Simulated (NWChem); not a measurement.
# What each level costs for germanium monotelluride (GeTe)

```xyz
2

Ge     0.0000     0.0000     1.4649
Te     0.0000     0.0000    -0.9015
```
Charge 0, spin multiplicity 1.

All runs are NWChem calculations. All single points use one geometry, from B3LYP/def2-SVP with def2 effective core potentials on Te, a minimum by its harmonic frequencies.

Basis set: def2-TZVP (98 functions). Each entry is one whole single-point run; the coupled-cluster runs use the TCE module, and the SCF and DFT modules converge to different thresholds.

Effective core potentials replace the inner electrons of Te; spin-orbit coupling is left out. The correlated methods keep 13 core orbitals frozen. B3LYP has NWChem's definition, with VWN1-RPA local correlation.

Q: Roughly how much processor time does each of these take, relative to RHF: MP2, B2PLYP, PBE, B3LYP, r2SCAN, CR-CCSD(T)?

A: B3LYP about the same, within a factor of 3; PBE about the same, within a factor of 3; r2SCAN about the same, within a factor of 3; MP2 about the same, within a factor of 3; B2PLYP about 4; CR-CCSD(T) about 20 (rough ratios from shared machines).
